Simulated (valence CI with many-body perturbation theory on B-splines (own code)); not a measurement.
**E1 transitions of Zr⁸⁺**

Method: relativistic CI+MBPT: four valence electrons over a frozen Dirac-Fock core [Ar] 3d10, radial functions for each j: 11 s, 11 p, 10 d, 8 f, 5 g, 2 h, with the one-electron correlation potential Σ1 (screened to all orders), the two-electron term Σ2, the three-electron term Σ3, Breit, model QED; selected single and double excitations, second order for the rest, scaled by the run's own slope (own B-spline code, finite nucleus).

No measured spectrum was set against this ion. As an estimate, levels hold to about 250 cm⁻¹ or 0.2 % of their energy and the worst to 1 %, as in measured heavy ions of charge 2 to 7; those with d or f electrons hold less well. Among the levels kept, up to 830 cm⁻¹ of a level comes from second order outside the variational space, and about a tenth of that is noise between levels of different J, which matters for small intervals.

Lines 201 to 250 of 544 in falling wavelength, among levels below 779270 cm⁻¹, chosen from the strongest by gf and those to the six lowest levels. Wavelengths and rates use the calculated energies, so an error of 500 cm⁻¹ moves a line at 396.0 Å by 0.2 % and its rate by three times that or more. Electric multipoles are in the length gauge, E1 and E2 with the static RPA response of the core. Weak lines are less certain than strong ones. Lines between different terms over intervals too small for the method are left out, as are lines whose strength nearly cancels. Where a level lies close to another of its J and parity, the split of strength between their lines is uncertain. The highest levels of a list are the least certain.

Names give the largest LS component (configuration and term), which can be under half, so a name can repeat, a term be missing and a line seem to break the LS rules; names also repeat where a configuration has a term twice. Letters in brackets count levels of one name in rising energy.

| λ vac (Å) | Upper | Lower | A (s⁻¹) | S (a.u.) |
| --- | --- | --- | --- | --- |
| 396.0 | 4p3 4d 5D°_2 | 4s 4p2 4d 5F_2 | 3.36e+09 | 5.15e-01 |
| 395.9 | 4s 4p2 4d 3P_2 [b] | 4s2 4p 4d 3F°_3 | 1.54e+09 | 2.35e-01 |
| 395.1 | 4p3 4d 5D°_1 | 4s 4p2 4d 5F_1 | 4.43e+09 | 4.05e-01 |
| 394.9 | 4s 4p3 1D°_2 | 4s2 4p2 3P_1 | 1.15e+08 | 1.75e-02 |
| 391.6 | 4s 4p2 4d 3D_3 [c] | 4s2 4p 4d 3F°_4 | 6.13e+09 | 1.27e+00 |
| 390.6 | 4s 4p2 4d 3F_2 [c] | 4s2 4p 4d 3F°_2 | 3.04e+09 | 4.47e-01 |
| 389.2 | 4s 4p2 4d 3P_2 [c] | 4s2 4p 4d 3D°_3 | 3.84e+09 | 5.59e-01 |
| 387.3 | 4s 4p2 4d 3D_2 [c] | 4s2 4p 4d 3F°_3 | 1.40e+10 | 2.01e+00 |
| 386.1 | 4s2 4p 5p 3P_2 | 4s2 4p 4d 3D°_2 | 2.52e+09 | 3.57e-01 |
| 385.3 | 4p3 4d 3F°_4 [c] | 4s 4p2 4d 3F_4 [a] | 1.03e+09 | 2.62e-01 |
| 385.0 | 4s2 4p 5p 3P_2 | 4s2 4p 4d 3D°_3 | 1.74e+10 | 2.45e+00 |
| 384.5 | 4s2 4p 5p 3D_3 | 4s2 4p 4d 3D°_3 | 2.32e+09 | 4.56e-01 |
| 382.7 | 4s 4p2 4d 1D_2 [b] | 4s2 4p 4d 3P°_2 | 2.20e+09 | 3.05e-01 |
| 382.2 | 4s 4p2 4d 3D_3 [d] | 4s2 4p 4d 3F°_4 | 1.28e+10 | 2.48e+00 |
| 381.9 | 4s 4p2 4d 1P_1 [b] | 4s2 4p 4d 1D°_2 | 1.15e+10 | 9.47e-01 |
| 381.1 | 4p3 4d 3D°_1 [b] | 4s 4p2 4d 3F_2 [a] | 3.63e+09 | 2.98e-01 |
| 380.8 | 4s2 4p 4f 3G_4 | 4s2 4p 4d 3D°_3 | 1.70e+09 | 4.17e-01 |
| 379.4 | 4s 4p2 4d 3S_1 | 4s2 4p 4d 3F°_2 | 4.78e+09 | 3.87e-01 |
| 379.2 | 4s 4p3 3S°_1 | 4s2 4p2 3P_2 | 2.54e+10 | 2.05e+00 |
| 379.0 | 4s2 4p 5p 3S_1 | 4s2 4p 4d 3D°_2 | 7.76e+09 | 6.26e-01 |
| 378.0 | 4s 4p3 1P°_1 | 4s2 4p2 1D_2 | 2.32e+10 | 1.86e+00 |
| 377.8 | 4s2 4p 5p 3P_1 | 4s2 4p 4d 3P°_2 | 8.71e+09 | 6.96e-01 |
| 376.6 | 4s 4p2 4d 3D_2 [c] | 4s2 4p 4d 3F°_2 | 2.14e+09 | 2.82e-01 |
| 375.9 | 4s2 4p 4f 3D_3 | 4s2 4p 4d 1F°_3 | 1.74e+09 | 3.18e-01 |
| 375.5 | 4s2 4p 5p 3S_1 | 4s2 4p 4d 3P°_1 | 3.39e+09 | 2.66e-01 |
| 375.3 | 4p4 3P_2 | 4s 4p3 5S°_2 | 1.18e+08 | 1.54e-02 |
| 374.2 | 4s 4p2 4d 3D_1 [c] | 4s2 4p 4d 3F°_2 | 7.05e+09 | 5.47e-01 |
| 373.9 | 4s 4p2 4d 3P_1 [d] | 4s2 4p 4d 3D°_2 | 1.32e+10 | 1.02e+00 |
| 372.8 | 4p3 4d 3D°_2 | 4s 4p2 4d 3F_3 [a] | 3.36e+09 | 4.29e-01 |
| 372.2 | 4s2 4p 5p 3P_2 | 4s2 4p 4d 1D°_2 | 1.74e+09 | 2.22e-01 |
| 371.7 | 4s2 4p 4f 3F_2 | 4s2 4p 4d 3D°_3 | 2.44e+09 | 3.10e-01 |
| 371.0 | 4s 4p2 4d 3P_0 [c] | 4s2 4p 4d 3P°_1 | 2.72e+10 | 6.86e-01 |
| 368.5 | 4s 4p3 3S°_1 | 4s2 4p2 3P_1 | 1.14e+10 | 8.41e-01 |
| 366.6 | 4s 4p2 4d 3D_3 [d] | 4s2 4p 4d 3F°_3 | 2.50e+09 | 4.25e-01 |
| 365.9 | 4s2 4p 4f 3F_3 | 4s2 4p 4d 3D°_2 | 2.18e+09 | 3.69e-01 |
| 359.9 | 4s 4p2 4d 1D_2 [d] | 4s2 4p 4d 1P°_1 | 1.33e+10 | 1.53e+00 |
| 359.9 | 4s2 4p 4d 3F°_2 | 4s2 4p2 1D_2 | 7.96e+08 | 9.16e-02 |
| 358.5 | 4s 4p2 4d 3P_2 [c] | 4s2 4p 4d 3P°_2 | 5.52e+09 | 6.28e-01 |
| 356.1 | 4s2 4p 4f 3F_4 | 4s2 4p 4d 3D°_3 | 9.25e+09 | 1.86e+00 |
| 355.9 | 4s 4p2 4d 1F_3 [b] | 4s2 4p 4d 1F°_3 | 2.83e+10 | 4.42e+00 |
| 354.2 | 4s 4p2 4d 3P_1 [d] | 4s2 4p 4d 3D°_1 | 4.91e+09 | 3.23e-01 |
| 353.7 | 4s 4p3 3S°_1 | 4s2 4p2 3P_0 | 5.10e+09 | 3.34e-01 |
| 353.4 | 4s2 4p 4f 3F_3 | 4s2 4p 4d 1D°_2 | 4.20e+09 | 6.40e-01 |
| 353.2 | 4s2 4p 4f 3F_2 | 4s2 4p 4d 3D°_1 | 1.12e+10 | 1.22e+00 |
| 352.3 | 4s2 4p 5p 1D_2 | 4s2 4p 4d 3D°_1 | 2.31e+09 | 2.49e-01 |
| 352.2 | 4s2 4p 5p 3D_1 | 4s2 4p 4d 3F°_2 | 1.18e+10 | 7.62e-01 |
| 351.9 | 4s 4p2 4d 1D_2 [d] | 4s2 4p 4d 1F°_3 | 1.55e+10 | 1.67e+00 |
| 351.3 | 4s 4p2 4d 3D_3 [a] | 4s 4p3 1D°_2 | 1.91e+09 | 2.86e-01 |
| 350.6 | 4s2 4p 4d 3F°_3 | 4s2 4p2 1D_2 | 2.51e+07 | 3.74e-03 |
| 350.4 | 4s 4p3 1P°_1 | 4s2 4p2 3P_2 | 2.20e+08 | 1.40e-02 |
